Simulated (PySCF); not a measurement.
## Dipole response of Se⁺ (selenium, charge +1)

[Ar] 3d10 4s2 4p3, high-spin 4S determinant. All numbers are calculated (PySCF 2.14, a scalar-relativistic core potential, in aug-cc-pVQZ-PP with ECP10MDF). Coupled (time-dependent) response in atomic units; α is the mean over directions.

```tsv
method	mean α (bohr³)	C₆ (like pair)	S(−4)
LC-wPBE	14.10	86.25	47.23
BLYP	14.52	89.03	52.36
```

S(−4) is the Cauchy moment in α(ω) = α(0) + S(−4) ω² + …

α(iu) at BLYP:

| u (hartree) | α(iu) (bohr³) |
| --- | --- |
| 0 | 14.52 |
| 0.0500 | 14.39 |
| 0.100 | 14.01 |
| 0.200 | 12.72 |
| 0.300 | 11.08 |
| 0.500 | 7.970 |
| 0.750 | 5.277 |
| 1.00 | 3.657 |
| 1.50 | 2.031 |
| 2.00 | 1.302 |
| 3.00 | 0.6858 |
| 5.00 | 0.3000 |

For an ion, C₆ is the dispersion term alone; charge-induced terms of lower order in 1/R come first.

Energies and moments cover only the electrons outside the core potential.
